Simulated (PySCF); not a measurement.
Isomers of C6H8O3. Level of theory: PySCF 2.14.0, density-fitted response routines, TDDFT PBE0/def2-SVPD, vertical, gas phase, core orbitals frozen in the response. Geometries: GFN2-xTB; one conformer of each isolated species. Triplets are in the Tamm–Dancoff approximation.

A. `C=CO/C=C\OC(C)=O`
B. `O=C(C=C)COC(=O)C`
C. `COCC1=COC(=O)C1`
D. `CC1=COC=C(CO)O1`

Lowest singlet levels (six at most, fewer where fewer were computed) with oscillator strengths:

1. 293 nm (f 0.004); 251 nm (f 0.011); 237 nm (f 0.004); 217 nm (f 0.003); 205 nm (f 0.002); 200 nm (f 0.030); T1 3.19 eV
2. 328 nm (f 0.000); 239 nm (f 0.003); 206 nm (f 0.046); 206 nm (f 0.211); 203 nm (f 0.049); 183 nm (f 0.021); T1 3.31 eV
3. 225 nm (f 0.008); 221 nm (f 0.119); 198 nm (f 0.002); 187 nm (f 0.007); 178 nm (f 0.125); 174 nm (f 0.008); T1 3.95 eV
4. 232 nm (f 0.421); 213 nm (f 0.001); 208 nm (f 0.031); 208 nm (f 0.182); 191 nm (f 0.000); 185 nm (f 0.078); T1 3.87 eV

Question: Match each spectrum to its molecule.

Answer: 1 = D, 2 = B, 3 = C, 4 = A.
- A: S1 at 5.34 eV, HOMO→LUMO (97%); Löwdin shares by element: HOMO carbon 52% or more, oxygen 21% or more (atoms not listed hold the other 28%); LUMO carbon 51% or more, oxygen 20% or more (atoms not listed hold the other 29%); HOMO -6.43 and LUMO -0.38 eV; point group Cs, 1 of its 6 listed states under f = 0.0005.
- B: S1 at 3.79 eV, HOMO→LUMO (96%); Löwdin shares by element: HOMO oxygen 54% or more, carbon 31% or more; LUMO carbon 66% or more, oxygen 19% or more (atoms not listed hold the other 15%); HOMO -7.65 and LUMO -1.95 eV.
- C: S1 at 5.50 eV, HOMO-2→LUMO (79%), HOMO-2→LUMO+2 (8%); Löwdin shares by element: HOMO carbon 53% or more, oxygen 27% or more (atoms not listed hold the other 21%); LUMO carbon 51% or more, oxygen 16% or more (atoms not listed hold the other 34%); HOMO -7.26 and LUMO -0.67 eV.
- D: S1 at 4.23 eV, HOMO→LUMO (99%); Löwdin shares by element: HOMO oxygen 43% or more, carbon 25% or more (atoms not listed hold the other 32%); LUMO carbon 67% or more (atoms not listed hold the other 33%); HOMO -5.57 and LUMO -0.01 eV.
